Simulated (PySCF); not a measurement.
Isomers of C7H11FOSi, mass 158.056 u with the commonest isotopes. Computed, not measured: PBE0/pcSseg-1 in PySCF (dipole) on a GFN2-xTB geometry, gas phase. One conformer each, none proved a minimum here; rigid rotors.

**Question.** Order these by radius of gyration √(Σ m r²/M), smallest first.
A. `[CH2:1]=[CH:2][CH2:3][C:4]1=[C:5]([F:6])[Si@@H:7]([O:8][CH3:9])[CH2:10]1` with C1–C2–C3–C4 117°, C2–C3–C4–C5 103°, C5–Si7–O8–C9 -93°
B. `[CH3:1][C:2]#[C:3]/[CH:4]=[C:5](\[CH3:6])[O:7][SiH2:8][CH2:9][F:10]` with C4–C5–O7–Si8 171°, C5–O7–Si8–C9 176°, O7–Si8–C9–F10 178°
C. `[CH3:1][O:2][Si@H:3]1[CH2:4][C:5]([CH:6]2[CH2:7][CH2:8]2)=[C:9]1[F:10]` with C1–O2–Si3–C4 -172°, C4–C5–C6–C7 34°
D. `[CH:1]#[C:2][CH2:3][C@:4]([F:5])([SiH2:6][CH3:7])[C:8]([CH3:9])=[O:10]` with C2–C3–C4–F5 77°, C3–C4–Si6–C7 -51°, C3–C4–C8–C9 -137°

**Answer.** D (2.208 Å), C (2.510 Å), A (2.607 Å), B (3.216 Å).

**Question.** Order these by rotational constant A, smallest first.
A. `[CH3:1][C:2]#[C:3]/[CH:4]=[C:5](\[CH3:6])[O:7][SiH2:8][CH2:9][F:10]` with C4–C5–O7–Si8 171°, C5–O7–Si8–C9 176°, O7–Si8–C9–F10 178°
B. `[CH2:1]=[CH:2][CH2:3][C:4]1=[C:5]([F:6])[Si@@H:7]([O:8][CH3:9])[CH2:10]1` with C1–C2–C3–C4 117°, C2–C3–C4–C5 103°, C5–Si7–O8–C9 -93°
C. `[CH3:1][O:2][Si@H:3]1[CH2:4][C:5]([CH:6]2[CH2:7][CH2:8]2)=[C:9]1[F:10]` with C1–O2–Si3–C4 -172°, C4–C5–C6–C7 34°
D. `[CH:1]#[C:2][CH2:3][C@:4]([F:5])([SiH2:6][CH3:7])[C:8]([CH3:9])=[O:10]` with C2–C3–C4–F5 77°, C3–C4–Si6–C7 -51°, C3–C4–C8–C9 -137°

**Answer.** D (1464 MHz), C (2282 MHz), B (2441 MHz), A (5063 MHz).

**Question.** Order these by rotational constant B, smallest first.
A. `[CH3:1][O:2][Si@H:3]1[CH2:4][C:5]([CH:6]2[CH2:7][CH2:8]2)=[C:9]1[F:10]` with C1–O2–Si3–C4 -172°, C4–C5–C6–C7 34°
B. `[CH:1]#[C:2][CH2:3][C@:4]([F:5])([SiH2:6][CH3:7])[C:8]([CH3:9])=[O:10]` with C2–C3–C4–F5 77°, C3–C4–Si6–C7 -51°, C3–C4–C8–C9 -137°
C. `[CH2:1]=[CH:2][CH2:3][C:4]1=[C:5]([F:6])[Si@@H:7]([O:8][CH3:9])[CH2:10]1` with C1–C2–C3–C4 117°, C2–C3–C4–C5 103°, C5–Si7–O8–C9 -93°
D. `[CH3:1][C:2]#[C:3]/[CH:4]=[C:5](\[CH3:6])[O:7][SiH2:8][CH2:9][F:10]` with C4–C5–O7–Si8 171°, C5–O7–Si8–C9 176°, O7–Si8–C9–F10 178°

**Answer.** D (327.4 MHz), C (559.1 MHz), A (611.5 MHz), B (920.8 MHz).

```json
{"SMILES": "C#CC[C@](F)([SiH2]C)C(C)=O", "point group": "C1", "Ia (u·Å²)": "345.20", "Ib (u·Å²)": "548.83", "Ic (u·Å²)": "646.47", "κ": "-0.59", "μa (D)": "0.40", "μb (D)": "0.27", "μc (D)": "0.80"}
{"SMILES": "C=CCC1=C(F)[Si@@H](OC)C1", "point group": "C1", "Ia (u·Å²)": "207.05", "Ib (u·Å²)": "903.97", "Ic (u·Å²)": "1037.60", "κ": "-0.93", "μa (D)": "1.22", "μb (D)": "1.03", "μc (D)": "0.33"}
{"SMILES": "CO[Si@H]1CC(C2CC2)=C1F", "point group": "C1", "Ia (u·Å²)": "221.44", "Ib (u·Å²)": "826.50", "Ic (u·Å²)": "943.66", "κ": "-0.91", "μa (D)": "0.74", "μb (D)": "1.11", "μc (D)": "0.21"}
{"SMILES": "CC#C/C=C(\\C)O[SiH2]CF", "point group": "C1", "Ia (u·Å²)": "99.82", "Ib (u·Å²)": "1543.44", "Ic (u·Å²)": "1626.10", "κ": "-0.99", "μa (D)": "1.95", "μb (D)": "0.89", "μc (D)": "0.19"}
```
